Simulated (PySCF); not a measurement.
A run for PySCF: R-B3LYP/LANL2DZ on AsN, a point of a bond scan (R = 1.773 Å).

```python
from pyscf import gto, scf, dft, mp
from pyscf.data.elements import chemcore

mol = gto.M(
    atom='''
    As   -0.00000000   -0.00000000   -0.28199367
    N     0.00000000    0.00000000    1.49053795
    ''',
    basis='lanl2dz',
    ecp={'As': 'lanl2dz'},
    charge=0, spin=0, verbose=3, max_memory=1800)
mf = dft.RKS(mol, xc='b3lyp')
mf.conv_tol = 1e-8
mf.max_cycle = 100
mf.kernel()
if not mf.converged:
    mf = mf.newton().run(mf.mo_coeff, mf.mo_occ)
```

Q: Give the final energy of this run.

A: -60.7865 hartree.
